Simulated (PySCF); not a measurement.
# Vibration and rotation of TlO

UHF-CCSD(T) constants of TlO, doublet, unpaired electrons π ↑ (Tl x2c-TZVPPall, O x2c-TZVPPall; spin-free X2C with a Gaussian nucleus (PySCF 2.14); masses 204.9744 and 15.9949 u):

| Property | Result |
| --- | --- |
| ωe | 458.3 cm⁻¹ |
| ωexe | 2.21 cm⁻¹ |
| Be | 0.23823 cm⁻¹ |
| αe | 0.00163 cm⁻¹ |
| D (centrifugal) | 2.57e-07 cm⁻¹ |
| De to Tl + O | 2.98 eV |

Question: Give the vibrational terms G(v) and spacings up to v = 6.

Answer: G(v) = ωe(v+½) − ωexe(v+½)².

```
v  G(v) (cm⁻¹)  G(v) − G(v−1)  Bv (cm⁻¹)
0          229                    0.2374
1          682            454     0.2358
2         1132            449     0.2342
3         1577            445     0.2325
4         2018            441     0.2309
5         2454            436     0.2293
6         2886            432     0.2276
```

Question: How well does the Morse estimate ωe²/(4ωexe) reproduce De, and what is D0?

Answer: It gives 2.95 eV, 99 % of the computed De. D0 = De − G(0) = 2.98 − 0.03 = 2.95 eV.

Correlated steps freeze 35 core orbitals. Spin–orbit coupling is left out, which matters for elements this heavy, above all for dissociation energies. The state is the lowest determinant that a PBE0 search found; another state may lie lower at other levels.
